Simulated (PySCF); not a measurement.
# How the functional moves excitation energies

C5H8Si.
InChI=1S/C5H8Si/c1-5-2-3-6-4-5/h2-4H,6H2,1H3

Linear-response calculations in the def2-SVPD basis (PySCF; singlets by full response, triplets Tamm–Dancoff, core orbitals frozen in the response; HF means time-dependent Hartree–Fock). 'Strongest' is the level of largest summed f among the singlets computed (10 roots, of which the last may lack a degenerate partner); it can jump between rows when another state enters that window. S1 is the lowest singlet of each run and needn't be the same state throughout; f(S1) is that of one state. Isolated species at its PBE0-D3(BJ)/def2-SVP geometry, gas phase.

```json
{"functional": "LDA", "kind": "LDA", "S1 (eV)": "4.20", "f(S1)": "0.041", "strongest (eV)": "6.39", "T1 (eV)": "2.92", "HOMO (eV)": "-5.85", "gap (eV)": "3.36", "ionisation energy, ΔSCF (eV)": "8.74"}
{"functional": "PBE", "kind": "GGA", "S1 (eV)": "4.19", "f(S1)": "0.041", "strongest (eV)": "6.47", "T1 (eV)": "2.76", "HOMO (eV)": "-5.68", "gap (eV)": "3.37", "ionisation energy, ΔSCF (eV)": "8.50"}
{"functional": "B3LYP", "kind": "global hybrid, 20% exact exchange", "S1 (eV)": "4.34", "f(S1)": "0.047", "strongest (eV)": "7.08", "T1 (eV)": "2.76", "HOMO (eV)": "-6.45", "gap (eV)": "4.87", "ionisation energy, ΔSCF (eV)": "8.51"}
{"functional": "PBE0", "kind": "global hybrid, 25% exact exchange", "S1 (eV)": "4.41", "f(S1)": "0.046", "strongest (eV)": "7.22", "T1 (eV)": "2.71", "HOMO (eV)": "-6.68", "gap (eV)": "5.27", "ionisation energy, ΔSCF (eV)": "8.51"}
{"functional": "BHandHLYP", "kind": "global hybrid, 50% exact exchange", "S1 (eV)": "4.54", "f(S1)": "0.052", "strongest (eV)": "7.61", "T1 (eV)": "2.67", "HOMO (eV)": "-7.48", "gap (eV)": "7.15", "ionisation energy, ΔSCF (eV)": "8.34"}
{"functional": "CAM-B3LYP", "kind": "range-separated hybrid", "S1 (eV)": "4.52", "f(S1)": "0.049", "strongest (eV)": "7.51", "T1 (eV)": "2.77", "HOMO (eV)": "-7.91", "gap (eV)": "7.66", "ionisation energy, ΔSCF (eV)": "8.57"}
{"functional": "wB97X-D", "kind": "range-separated hybrid", "S1 (eV)": "4.51", "f(S1)": "0.050", "strongest (eV)": "7.55", "T1 (eV)": "2.84", "HOMO (eV)": "-8.47", "gap (eV)": "8.84", "ionisation energy, ΔSCF (eV)": "8.55"}
{"functional": "LC-wPBE", "kind": "range-separated hybrid", "S1 (eV)": "4.71", "f(S1)": "0.050", "strongest (eV)": "7.87", "T1 (eV)": "2.72", "HOMO (eV)": "-9.27", "gap (eV)": "10.09", "ionisation energy, ΔSCF (eV)": "8.69"}
{"functional": "HF", "kind": "Hartree–Fock", "S1 (eV)": "4.69", "f(S1)": "0.061", "strongest (eV)": "7.84", "T1 (eV)": "2.28", "HOMO (eV)": "-8.70", "gap (eV)": "10.95", "ionisation energy, ΔSCF (eV)": "not settled"}
```

S1 runs from 4.19 eV (PBE) to 4.71 eV (LC-wPBE), a spread of 0.51 eV, while the orbital gap spreads over 7.6 eV. Along PBE (0%), B3LYP (20%), PBE0 (25%), BHandHLYP (50%), HF (100%) S1 rises with the share of exact exchange. −ε(HOMO) comes closest to its own ΔSCF ionisation energy with wB97X-D (-0.08 eV) and misses most with LDA (-2.89 eV). 'Not settled' means that the ion's SCF failed to converge or may have ended in another state than the lowest.
